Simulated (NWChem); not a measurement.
Molecule: CH$_{3}$FOSi; SMILES O=C[SiH2]F

```xyz
7

O      0.0822    -2.0847     0.0000
C     -0.5361    -1.0482     0.0000
Si     0.4674     0.5904     0.0000
F     -0.5518     1.8581     0.0000
H     -1.6616    -1.0514     0.0000
H      1.3007     0.6366    -1.2307
H      1.3007     0.6366     1.2307
```
Atoms are numbered in this order, from 1.

Program: NWChem. Pople sets run with spherical d functions. All runs use the structure optimised with PBE0/def2-SVP. Static field.

Question: Among these, which level gives the lowest value of “isotropic polarisability (bohr³)”?
(A) BHandHLYP/6-31+G*
(B) B3LYP/6-31+G*
(C) Hartree-Fock/6-31+G*
(D) PBE/6-31+G*

Answer: C, Hartree-Fock/6-31+G*. Values: Hartree-Fock/6-31+G* 33.9; BHandHLYP/6-31+G* 36.0; B3LYP/6-31+G* 38.1; PBE/6-31+G* 40.1
